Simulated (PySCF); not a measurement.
Vertical excitations of a molecule C3H5BFNO from TDDFT-PBE/def2-SVPD (PySCF), as energy in eV (oscillator strength): 2.57 (0.000), 3.79 (0.004), 4.69 (0.001), 4.80 (0.018), 5.65 (0.006), 5.92 (0.003), 5.99 (0.002), 6.12 (0.079), 6.28 (0.171), 6.53 (0.088). Lowest triplet (TDA): 2.22 eV. Geometry optimised at B3LYP-D3(BJ)/def2-SVP. Other conformers were not sampled.

Task: Pick the molecule that these values belong to.
A. C=C=COB(N)F
B. O[C@H]1CN=CB1F
C. CB(F)/C=N/C=O
D. C[C@H](F)B1N=CO1

Result: C, CB(F)/C=N/C=O
